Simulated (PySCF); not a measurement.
C2H6Zn, singlet, geometry from GFN2-xTB (such geometries of metal compounds can be far from the true shape) (in this run its highest filled SCF level lies above zero, so its values depend strongly on the basis, on diffuse functions most of all). Base run: CAMB3LYP/STO-3G (PySCF).

Here is a job for PySCF.
```python
from pyscf import gto, scf, dft

mol = gto.Mole()
mol.atom = '''
    Zn   -0.00000000    0.00000000   -0.00000000
    C     1.58168783    0.22714311   -1.27171747
    H     2.29051525   -0.59164379   -1.18304619
    H     2.12813446    1.14546039   -1.07473949
    H     1.26208980    0.26198332   -2.30967418
    C    -1.58168783   -0.22714311    1.27171747
    H    -2.12813446   -1.14546039    1.07473949
    H    -2.29051525    0.59164379    1.18304619
    H    -1.26208980   -0.26198332    2.30967418
'''
mol.basis = 'sto-3g'
mol.verbose = 4
mol.symmetry = True
mol.build()

mf = dft.RKS(mol)
mf.xc = 'camb3lyp'
mf.kernel()
mf.analyze()
```

The base run was repeated with changes; each row names its change, and settings that it needs were set with it.

```json
[
 {"change": "base", "ΔE vs base (mEh)": "0.000", "point group used": "C2h", "SCF cycles": "21"},
 {"change": "irrep_nelec = Ag:18 Bg:8 Au:6 Bu:16", "ΔE vs base (mEh)": "1224.7", "point group used": "C2h", "SCF cycles": "32"},
 {"change": "symmetry_subgroup = Ci", "ΔE vs base (mEh)": "0.000", "point group used": "Ci", "SCF cycles": "21"},
 {"change": "symmetry = off", "ΔE vs base (mEh)": "0.000", "point group used": "C1", "SCF cycles": "21"},
 {"change": "irrep_nelec = Ag:22 Bg:6 Au:6 Bu:14", "ΔE vs base (mEh)": "1134.0", "point group used": "C2h", "SCF cycles": "17"},
 {"change": "irrep_nelec = Ag:20 Bg:4 Au:8 Bu:16", "ΔE vs base (mEh)": "172.0", "point group used": "C2h", "SCF cycles": "15"},
 {"change": "symmetry_subgroup = Cs", "ΔE vs base (mEh)": "0.000", "point group used": "Cs", "SCF cycles": "21"},
 {"change": "symmetry_subgroup = C2", "ΔE vs base (mEh)": "0.000", "point group used": "C2", "SCF cycles": "21"},
 {"change": "irrep_nelec = Ag:18 Bg:6 Au:8 Bu:16", "ΔE vs base (mEh)": "134.9", "point group used": "C2h", "SCF cycles": "15"}
]
```
